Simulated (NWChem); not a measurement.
1,1,1-trifluoroethane (C2H3F3); SMILES C(F)(C)(F)F

```xyz
8

C      0.0000     0.0000    -1.4716
C      0.0000     0.0000     0.0272
F     -0.8785    -0.8806     0.5192
F     -0.3234     1.2012     0.5192
F      1.2019    -0.3205     0.5192
H      0.2697    -0.9986    -1.8378
H      0.7300     0.7329    -1.8378
H     -0.9997     0.2658    -1.8378
```
Atoms are numbered in this order, from 1.

The geometry was optimised at PBE0/def2-SVP.

### Question
List the 4 lowest vertical singlet excitations from PBE0/def2-SVP, TDA (NWChem).

### Answer
| state | energy (eV) | oscillator strength | leading excitation (squared amplitude) |
|---|---|---|---|
| S1 | 11.57 | 0.040 | HOMO → LUMO (0.99) |
| S2 | 12.11 | 0.074 | HOMO−2 → LUMO (0.61) |
| S3 | 12.11 | 0.074 | HOMO−3 → LUMO (0.61) |
| S4 | 12.37 | 0.062 | HOMO → LUMO+2 (0.79) |
